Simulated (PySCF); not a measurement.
Gas-phase reaction: 4 GeF3 + Cl2 = GeCl2 + 3 GeF4

Method: PySCF energies plus ideal-gas RRHO corrections (1 bar). † marks an energy on the PBE0/def2-TZVP geometry and frequencies. MP2 freezes the core. Open shells (unrestricted): GeF3 (multiplicity 2); the rest are closed-shell singlets. Ge: all electrons, no relativistic terms. GeF3: computed as isolated molecules; such fragments, hydroxides, amides, oligomers or adducts are transient or little studied in the gas. MP2 isn't extrapolated to the basis-set limit; its ΔH°(298 K) is -827.3 kJ in def2-SVP and -822.6 kJ in def2-TZVPP. The harmonic model lacks anharmonicity and excited electronic states, which grow with temperature; levels with a mode under 35 cm⁻¹ are left out.

```
level               ΔE electronic, kJ  ΔH°(298 K), kJ  ΔS°(298 K), J/K  ΔG°(2000 K), kJ
------------------  -----------------  --------------  ---------------  ---------------
M06-2X/def2-TZVP†                -784            -775             -217             -356
MP2/def2-SVP†                    -836            -827             -217             -409
r2SCAN/def2-TZVP†                -740            -732             -217             -313
LDA/def2-TZVP†                   -768            -759             -217             -341
ωB97M-V/def2-TZVP†               -772            -763             -217             -345
```
ΔH° is lowest at MP2/def2-SVP† and highest at r2SCAN/def2-TZVP†. No reference value is set beside these.
